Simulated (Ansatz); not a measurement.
Cost and result for the atomization energy of CH₃FOSn (7 atoms, 6 bonds).

```xyz
7

F    -0.735   -0.547    1.626
Sn    1.228   -0.264    1.531
C    -0.527    0.644   -0.946
O     0.638    0.619   -0.617
H     1.504   -1.768    0.610
H    -1.307    0.253   -0.278
H    -0.801    1.063   -1.926
```

The species carries charge 0 and has multiplicity 1. Correlated methods include outer-core shells of Sn, which these sets cover unevenly. Sn: def2 effective core potential. The bonds changed during the relaxation, so this is another structure than the one it started from. The geometry is a stationary point of PBE0-D4/def2-TZVP. Program: Ansatz. All runs use 2 threads of an Arm Neoverse V1 on a shared host. Times are those of one run each, without the atoms' runs, and a repeat can differ threefold. Electronic energies, without spin–orbit coupling; frozen cores. CCSD(T)/CBS adds CCSD(T) − MP2 in def2-TZVPP to the MP2 limit, and its time is that of the two runs behind it. T1 = 0.017. With those shells the extrapolation isn't a true limit. B3LYP takes the VWN-RPA correlation (the form of Gaussian; ORCA's B3LYP/G). HSE06 is the plane-wave form, built on full-range PBE exchange.

CCSD(T)/CBS is a level of theory with its own doubt, some kJ/mol a heavy atom from the limit and from the frozen cores, so smaller differences don't rank the functionals.

| level | functions | wall time |
| --- | --- | --- |
| LDA (SPW92)/def2-TZVPP | 185 | 1.3 s |
| PBE-D4/def2-TZVPP (with forces) | 185 | 2.7 s |
| BHLYP-D4/def2-TZVPP | 185 | 3.1 s |
| HSE06-D4/def2-TZVPP | 185 | 3.3 s |
| B3LYP-D4/def2-TZVPP (with forces) | 185 | 4.4 s |
| CCSD(T)/def2-SVP | 83 | 4.9 s |
| r2SCANh-D4/def2-TZVPP | 185 | 5.5 s |
| PBE-QIDH/def2-TZVPP | 185 | 6.5 s |
| B97M-V/def2-TZVPP | 185 | 11 s |
| ωB97M-V/def2-TZVPP (with forces) | 185 | 12 s |
| MP2/def2-QZVPP | 343 | 17 s |
| CCSD(T)/def2-TZVPP | 185 | 120 s |
| CCSD(T)/CBS(def2) | – | 2.3 min |

(1) What atomization energy does each give, and how far from CCSD(T)/CBS? (Best estimate.)

Answers

(1) The calculation gave: 
| level | atomization (kcal/mol) | difference from CCSD(T)/CBS | per bond |
| --- | --- | --- | --- |
| LDA (SPW92)/def2-TZVPP | 669.8 | 93.8 | 15.6 |
| PBE-D4/def2-TZVPP (with forces) | 588.7 | 12.7 | 2.1 |
| BHLYP-D4/def2-TZVPP | 543.9 | -32.1 | -5.4 |
| HSE06-D4/def2-TZVPP | 565.8 | -10.2 | -1.7 |
| B3LYP-D4/def2-TZVPP (with forces) | 572.8 | -3.2 | -0.5 |
| CCSD(T)/def2-SVP | 535.7 | -40.3 | -6.7 |
| r2SCANh-D4/def2-TZVPP | 564.1 | -11.9 | -2.0 |
| PBE-QIDH/def2-TZVPP | 558.3 | -17.7 | -3.0 |
| B97M-V/def2-TZVPP | 576.8 | 0.8 | 0.1 |
| ωB97M-V/def2-TZVPP (with forces) | 572.2 | -3.8 | -0.6 |
| MP2/def2-QZVPP | 580.1 | 4.1 | 0.7 |
| CCSD(T)/def2-TZVPP | 555.4 | -20.6 | -3.4 |
| CCSD(T)/CBS(def2) | 576.0 | 0.0 | 0.0 |

At CCSD(T), def2-SVP lies −40.3 kcal/mol from the extrapolated value and def2-TZVPP −20.6 kcal/mol: correlation converges slowly with the basis, and small sets miss more of it in the bonded molecule than in its fragments. From PBE to PBE0 (25 % exact exchange), in def2-TZVPP and without D4, the atomization energy moves by −22.6 kcal/mol: exact exchange takes away binding that semilocal exchange gives to molecules. The D4 term adds +5.1 kcal/mol with B3LYP and +2.7 kcal/mol with PBE0; it sums over pairs of atoms, weighted by their polarisabilities, and B3LYP, whose exchange is more repulsive, gets the larger term.

Spin–orbit coupling would lower the free Sn atoms strongly, and the atomization energy with them, by more than many differences here. For some Ge, Se and Sn compounds the MP2-based and the directly extrapolated limit differ by 10 to 25 kJ/mol.
